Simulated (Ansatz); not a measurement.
**Forces on a displaced structure**

NaBH2Se (SMILES [Na][BH][SeH]), closed shell, at a frame of a short PBE0-D4/def2-SVP trajectory.

Na1  (-2.047, -0.276, 1.330)
B2  (-0.436, -0.121, -0.374)
Se3  (1.426, 0.243, -0.411)
H4  (-0.677, -0.329, -1.540)
H5  (1.728, 0.421, 0.972)
(Å)

Ansatz 0.2.0; basis: def2-TZVPP; cores frozen in the correlated methods. Filled d shells of the heavier atoms are correlated. The outer core shell of Li, Na, Mg and K is correlated. The def2 sets are not built for correlating such inner shells, so the correlated values are less sure here.

CCSD(T) forces from the calculation:
```json
{"atom": "Na1", "Fx": "-0.316", "Fy": "-0.020", "Fz (eV/Å)": "0.363"}
{"atom": "B2", "Fx": "-0.206", "Fy": "-0.174", "Fz (eV/Å)": "-0.398"}
{"atom": "Se3", "Fx": "0.461", "Fy": "-0.032", "Fz (eV/Å)": "-0.900"}
{"atom": "H4", "Fx": "-0.131", "Fy": "0.048", "Fz (eV/Å)": "-0.037"}
{"atom": "H5", "Fx": "0.191", "Fy": "0.178", "Fz (eV/Å)": "0.973"}
```

Root-mean-square difference of the force components from those of CCSD(T): PBE-D4 0.180; r2SCAN-D4 0.099; PBE0-D4 0.108; wB97M-V 0.074 eV/Å.

No T1 diagnostic of these runs exceeds 0.013.

For scale, one of the runs: CCSD(T)/def2-TZVPP forces, 139 basis functions, launched by `ansatz run in.yaml --threads 2 --pin off --events-out ev --progress --plain --max-ram 3481MiB`. Hardware: 2 CPU threads of an Arm Neoverse V2, shared host. Wall time 2.3 min; peak host memory 1.4 GiB.
